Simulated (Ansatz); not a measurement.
Ansatz (an electronic-structure program) input (B3LYP/6-31G* with LANL2DZ past Ar): The .json file joins the Basis Set Exchange's 6-31G* for atoms up to Ar and LANL2DZ past it.

Ansatz 0.2 input:
```yaml
crystal:
  periodic: [false, false, false]
  atoms:
    - {symbol: I, position_ang: [2.08030080, -0.39704176, 0.07266494]}
    - {symbol: C, position_ang: [-0.04391856, -0.17519727, -0.01043297]}
    - {symbol: C, position_ang: [-0.90495785, -1.33741989, -0.10481315]}
    - {symbol: C, position_ang: [-2.20130405, -0.97909265, -0.14471828]}
    - {symbol: Se, position_ang: [-2.55440564, 0.88430859, -0.06999177]}
    - {symbol: C, position_ang: [-0.63324318, 1.04408649, 0.02263363]}
    - {symbol: H, position_ang: [-0.53563440, -2.35530929, -0.13783732]}
    - {symbol: H, position_ang: [-0.16997465, 2.01777042, 0.09030032]}
basis:
  gaussian:
    orbitals: 6-31Gs+LANL2DZ.json
hamiltonian:
  xc: {name: B3LYP}
magnetization: {spin_polarized: true, initial_magnetization: 1}
phonons: {temperatures: {t_min: 298.15, t_max: 298.15, t_step: 100}}
```

Output:

```
Functional definition: B3LYP
integrals: 0.04 GiB planned
995 factors; integrals over basis functions are off by at most 4.1e-4 eV
mean field: 0.44 GiB planned
mean field evaluation 1: about -4722.5595 eV, gradient 4.8e1 eV
mean field evaluation 2: about -4664.0226 eV, gradient 9.0e1 eV
mean field evaluation 4: about -4735.7294 eV, gradient 1.7e1 eV
mean field evaluation 8: about -4737.5230 eV, gradient 6.3e-1 eV
mean field evaluation 16: about -4737.5671 eV, gradient 2.7e-3 eV
mean field evaluation 32: about -4736.1284 eV, gradient 4.4e-3 eV
mean field -4737.56705859 eV, -174.1023781651 hartree, gradient 6.2e-5 eV, S^2 0.762258; 4 other end points of the search recorded, 0 dependent functions left out
the calculation of the forces begins
reference -4737.56730242 eV, -174.1023871255 hartree; 20, 19 occupied and 60, 61 virtual orbitals, 995 factors
these checks for a lower state are left out or cut short: stability, starts, cluster_reference, orbital_swaps, neighbouring_geometries, increment
integrals: 0.04 GiB planned
995 factors; integrals over basis functions are off by at most 4.1e-4 eV
mean field: 0.44 GiB planned
mean field -4737.56705281 eV, -174.1023779525 hartree, gradient 2.9e-6 eV, S^2 0.762259; 0 other end points of the search recorded, 0 dependent functions left out
the calculation of the forces begins
reference -4737.56729662 eV, -174.1023869122 hartree; 20, 19 occupied and 60, 61 virtual orbitals, 995 factors
these checks for a lower state are left out or cut short: stability, starts, cluster_reference, orbital_swaps, neighbouring_geometries, increment
integrals: 0.04 GiB planned
995 factors; integrals over basis functions are off by at most 4.1e-4 eV
mean field: 0.44 GiB planned
mean field -4737.56705303 eV, -174.1023779607 hartree, gradient 2.6e-6 eV, S^2 0.762256; 0 other end points of the search recorded, 0 dependent functions left out
the calculation of the forces begins
reference -4737.56729688 eV, -174.1023869219 hartree; 20, 19 occupied and 60, 61 virtual orbitals, 995 factors
these checks for a lower state are left out or cut short: stability, starts, cluster_reference, orbital_swaps, neighbouring_geometries, increment
integrals: 0.04 GiB planned
995 factors; integrals over basis functions are off by at most 4.1e-4 eV
mean field: 0.44 GiB planned
mean field evaluation 64: about -4737.5670 eV, gradient 2.8e-6 eV
mean field -4737.56703706 eV, -174.1023773737 hartree, gradient 2.8e-6 eV, S^2 0.762260; 0 other end points of the search recorded, 0 dependent functions left out
the calculation of the forces begins
reference -4737.56728092 eV, -174.1023863352 hartree; 20, 19 occupied and 60, 61 virtual orbitals, 995 factors
these checks for a lower state are left out or cut short: stability, starts, cluster_reference, orbital_swaps, neighbouring_geometries, increment
integrals: 0.04 GiB planned
995 factors; integrals over basis functions are off by at most 4.1e-4 eV
mean field: 0.44 GiB planned
mean field -4737.56703679 eV, -174.1023773639 hartree, gradient 2.5e-6 eV, S^2 0.762256; 0 other end points of the search recorded, 0 dependent functions left out
the calculation of the forces begins
reference -4737.56728059 eV, -174.1023863233 hartree; 20, 19 occupied and 60, 61 virtual orbitals, 995 factors
these checks for a lower state are left out or cut short: stability, starts, cluster_reference, orbital_swaps, neighbouring_geometries, increment
integrals: 0.04 GiB planned
995 factors; integrals over basis functions are off by at most 4.1e-4 eV
mean field: 0.44 GiB planned
mean field -4737.56686716 eV, -174.1023711299 hartree, gradient 1.6e-6 eV, S^2 0.762192; 0 other end points of the search recorded, 0 dependent functions left out
the calculation of the forces begins
reference -4737.56711099 eV, -174.1023800905 hartree; 20, 19 occupied and 60, 61 virtual orbitals, 995 factors
these checks for a lower state are left out or cut short: stability, starts, cluster_reference, orbital_swaps, neighbouring_geometries, increment
integrals: 0.04 GiB planned
995 factors; integrals over basis functions are off by at most 4.1e-4 eV
mean field: 0.44 GiB planned
mean field -4737.56686854 eV, -174.1023711807 hartree, gradient 1.6e-6 eV, S^2 0.762326; 0 other end points of the search recorded, 0 dependent functions left out
the calculation of the forces begins
reference -4737.56711236 eV, -174.1023801410 hartree; 20, 19 occupied and 60, 61 virtual orbitals, 995 factors
these checks for a lower state are left out or cut short: stability, starts, cluster_reference, orbital_swaps, neighbouring_geometries, increment
integrals: 0.04 GiB planned
995 factors; integrals over basis functions are off by at most 4.1e-4 eV
mean field: 0.44 GiB planned
[...]
mean field -4737.56702502 eV, -174.1023769313 hartree, gradient 1.8e-6 eV, S^2 0.762268; 0 other end points of the search recorded, 0 dependent functions left out
the calculation of the forces begins
reference -4737.56726887 eV, -174.1023858927 hartree; 20, 19 occupied and 60, 61 virtual orbitals, 995 factors
these checks for a lower state are left out or cut short: stability, starts, cluster_reference, orbital_swaps, neighbouring_geometries, increment
integrals: 0.04 GiB planned
995 factors; integrals over basis functions are off by at most 4.1e-4 eV
mean field: 0.44 GiB planned
mean field -4737.56681056 eV, -174.1023690500 hartree, gradient 2.2e-6 eV, S^2 0.762290; 0 other end points of the search recorded, 0 dependent functions left out
the calculation of the forces begins
reference -4737.56705440 eV, -174.1023780111 hartree; 20, 19 occupied and 60, 61 virtual orbitals, 995 factors
these checks for a lower state are left out or cut short: stability, starts, cluster_reference, orbital_swaps, neighbouring_geometries, increment
integrals: 0.04 GiB planned
995 factors; integrals over basis functions are off by at most 4.1e-4 eV
mean field: 0.44 GiB planned
mean field -4737.56680955 eV, -174.1023690130 hartree, gradient 2.1e-6 eV, S^2 0.762226; 0 other end points of the search recorded, 0 dependent functions left out
the calculation of the forces begins
reference -4737.56705336 eV, -174.1023779729 hartree; 20, 19 occupied and 60, 61 virtual orbitals, 995 factors
these checks for a lower state are left out or cut short: stability, starts, cluster_reference, orbital_swaps, neighbouring_geometries, increment
integrals: 0.04 GiB planned
995 factors; integrals over basis functions are off by at most 4.1e-4 eV
mean field: 0.44 GiB planned
mean field evaluation 192: about -4737.5670 eV, gradient 1.4e-4 eV
mean field -4737.56699165 eV, -174.1023757051 hartree, gradient 1.7e-6 eV, S^2 0.762247; 0 other end points of the search recorded, 0 dependent functions left out
the calculation of the forces begins
reference -4737.56723548 eV, -174.1023846656 hartree; 20, 19 occupied and 60, 61 virtual orbitals, 995 factors
these checks for a lower state are left out or cut short: stability, starts, cluster_reference, orbital_swaps, neighbouring_geometries, increment
integrals: 0.04 GiB planned
995 factors; integrals over basis functions are off by at most 4.1e-4 eV
mean field: 0.44 GiB planned
mean field -4737.56699150 eV, -174.1023756994 hartree, gradient 1.7e-6 eV, S^2 0.762269; 0 other end points of the search recorded, 0 dependent functions left out
the calculation of the forces begins
reference -4737.56723533 eV, -174.1023846599 hartree; 20, 19 occupied and 60, 61 virtual orbitals, 995 factors
these checks for a lower state are left out or cut short: stability, starts, cluster_reference, orbital_swaps, neighbouring_geometries, increment
integrals: 0.04 GiB planned
995 factors; integrals over basis functions are off by at most 4.0e-4 eV
mean field: 0.44 GiB planned
mean field -4737.56695679 eV, -174.1023744237 hartree, gradient 2.3e-6 eV, S^2 0.762257; 0 other end points of the search recorded, 0 dependent functions left out
the calculation of the forces begins
reference -4737.56720060 eV, -174.1023833838 hartree; 20, 19 occupied and 60, 61 virtual orbitals, 995 factors
these checks for a lower state are left out or cut short: stability, starts, cluster_reference, orbital_swaps, neighbouring_geometries, increment
integrals: 0.04 GiB planned
995 factors; integrals over basis functions are off by at most 4.1e-4 eV
mean field: 0.44 GiB planned
mean field -4737.56695829 eV, -174.1023744790 hartree, gradient 2.6e-6 eV, S^2 0.762258; 0 other end points of the search recorded, 0 dependent functions left out
the calculation of the forces begins
reference -4737.56720213 eV, -174.1023834399 hartree; 20, 19 occupied and 60, 61 virtual orbitals, 995 factors
these checks for a lower state are left out or cut short: stability, starts, cluster_reference, orbital_swaps, neighbouring_geometries, increment
integrals: 0.04 GiB planned
995 factors; integrals over basis functions are off by at most 4.1e-4 eV
mean field: 0.44 GiB planned
mean field -4737.56704197 eV, -174.1023775542 hartree, gradient 1.6e-6 eV, S^2 0.762260; 0 other end points of the search recorded, 0 dependent functions left out
the calculation of the forces begins
reference -4737.56728580 eV, -174.1023865148 hartree; 20, 19 occupied and 60, 61 virtual orbitals, 995 factors
these checks for a lower state are left out or cut short: stability, starts, cluster_reference, orbital_swaps, neighbouring_geometries, increment
integrals: 0.04 GiB planned
995 factors; integrals over basis functions are off by at most 4.1e-4 eV
mean field: 0.44 GiB planned
mean field evaluation 224: about -4737.5670 eV, gradient 2.1e-5 eV
mean field -4737.56704272 eV, -174.1023775816 hartree, gradient 1.9e-6 eV, S^2 0.762255; 0 other end points of the search recorded, 0 dependent functions left out
the calculation of the forces begins
reference -4737.56728654 eV, -174.1023865420 hartree; 20, 19 occupied and 60, 61 virtual orbitals, 995 factors
these checks for a lower state are left out or cut short: stability, starts, cluster_reference, orbital_swaps, neighbouring_geometries, increment
integrals: 0.04 GiB planned
995 factors; integrals over basis functions are off by at most 4.1e-4 eV
mean field: 0.44 GiB planned
mean field -4737.56696169 eV, -174.1023746040 hartree, gradient 2.3e-6 eV, S^2 0.762257; 0 other end points of the search recorded, 0 dependent functions left out
the calculation of the forces begins
reference -4737.56720553 eV, -174.1023835649 hartree; 20, 19 occupied and 60, 61 virtual orbitals, 995 factors
these checks for a lower state are left out or cut short: stability, starts, cluster_reference, orbital_swaps, neighbouring_geometries, increment
integrals: 0.04 GiB planned
995 factors; integrals over basis functions are off by at most 4.1e-4 eV
mean field: 0.44 GiB planned
mean field -4737.56696108 eV, -174.1023745816 hartree, gradient 2.1e-6 eV, S^2 0.762259; 0 other end points of the search recorded, 0 dependent functions left out
the calculation of the forces begins
reference -4737.56720490 eV, -174.1023835416 hartree; 20, 19 occupied and 60, 61 virtual orbitals, 995 factors
these checks for a lower state are left out or cut short: stability, starts, cluster_reference, orbital_swaps, neighbouring_geometries, increment
integrals: 0.04 GiB planned
995 factors; integrals over basis functions are off by at most 4.1e-4 eV
mean field: 0.44 GiB planned
mean field -4737.56703988 eV, -174.1023774773 hartree, gradient 2.4e-6 eV, S^2 0.762259; 0 other end points of the search recorded, 0 dependent functions left out
the calculation of the forces begins
reference -4737.56728370 eV, -174.1023864376 hartree; 20, 19 occupied and 60, 61 virtual orbitals, 995 factors
these checks for a lower state are left out or cut short: stability, starts, cluster_reference, orbital_swaps, neighbouring_geometries, increment
integrals: 0.04 GiB planned
995 factors; integrals over basis functions are off by at most 4.1e-4 eV
mean field: 0.44 GiB planned
mean field -4737.56704004 eV, -174.1023774832 hartree, gradient 2.2e-6 eV, S^2 0.762256; 0 other end points of the search recorded, 0 dependent functions left out
the calculation of the forces begins
reference -4737.56728387 eV, -174.1023864439 hartree; 20, 19 occupied and 60, 61 virtual orbitals, 995 factors
Total energy: -4737.56730242 eV, -174.1023871255 hartree
Atom 0 at     2.080301    -0.397042     0.072665 Å, force     0.000059    -0.000046     0.000000 eV/Å
Atom 1 at    -0.043919    -0.175197    -0.010433 Å, force    -0.000253    -0.000141    -0.000018 eV/Å
Atom 2 at    -0.904958    -1.337420    -0.104813 Å, force     0.000550     0.000398     0.000044 eV/Å
Atom 3 at    -2.201304    -0.979093    -0.144718 Å, force    -0.000207    -0.000324    -0.000025 eV/Å
Atom 4 at    -2.554406     0.884309    -0.069992 Å, force     0.000101     0.000123     0.000010 eV/Å
Atom 5 at    -0.633243     1.044086     0.022634 Å, force    -0.000041     0.000151     0.000005 eV/Å
Atom 6 at    -0.535634    -2.355309    -0.137837 Å, force    -0.000188    -0.000129    -0.000015 eV/Å
Atom 7 at    -0.169975     2.017770     0.090300 Å, force    -0.000022    -0.000033    -0.000003 eV/Å
Dipole moment:    -0.086609     0.104793     0.001253 e Å
Vibrations: 145.45 180.03 227.04 322.32 478.29 535.87 593.59 704.16 728.45 803.06 811.36 1056.50 1184.92 1274.46 1482.40 1571.81 3243.85 3289.06 cm⁻¹, zero-point energy 1.155076 eV
```

The blocks after the first are displaced geometries, from whose forces the wavenumbers follow.
